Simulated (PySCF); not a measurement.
B3LYP has the VWN-RPA correlation part, as in Gaussian. Excitations are Tamm–Dancoff values on a coarser integration grid. The basis has no diffuse functions, so Rydberg states are missing or too high.

Cartesian coordinates (Å):
SMILES: C=Cc1ccccc1OC
```xyz
20

C      2.7357    -1.7259    -0.3424
C      1.4232    -1.4782    -0.2169
C      0.7742    -0.1581    -0.2046
C      1.4531     1.0277    -0.5250
C      0.8198     2.2700    -0.5045
C     -0.5309     2.3451    -0.1611
C     -1.2424     1.1857     0.1582
C     -0.6004    -0.0603     0.1388
O     -1.2283    -1.2262     0.4426
C     -2.5953    -1.2104     0.7785
H      3.4814    -0.9318    -0.4373
H      3.1122    -2.7516    -0.3479
H      0.7404    -2.3230    -0.1021
H      2.5058     0.9697    -0.8087
H      1.3767     3.1735    -0.7614
H     -1.0434     3.3100    -0.1426
H     -2.2963     1.2617     0.4231
H     -2.8816    -2.2523     0.9733
H     -2.7877    -0.6101     1.6858
H     -3.2162    -0.8155    -0.0457
```
Charge 0, multiplicity 1.

Task: Predict the dipole moment, T1 excitation (TDA), S1 oscillator strength, S1–T1 gap (TDA), HOMO, brightest of the four lowest singlets (TDA), LUMO and HOMO–LUMO gap from B3LYP-D3(BJ)/def2-TZVP // B3LYP-D3(BJ)/def2-SVP in PySCF.

Result: 
- dipole moment: 1.66 D
- T1 excitation (TDA): 3.01 eV
- S1 oscillator strength: 0.163
- S1–T1 gap (TDA): 1.37 eV
- HOMO: -5.94 eV
- brightest of the four lowest singlets (TDA): 5.11 eV
- LUMO: -1.22 eV
- HOMO–LUMO gap: 4.72 eV
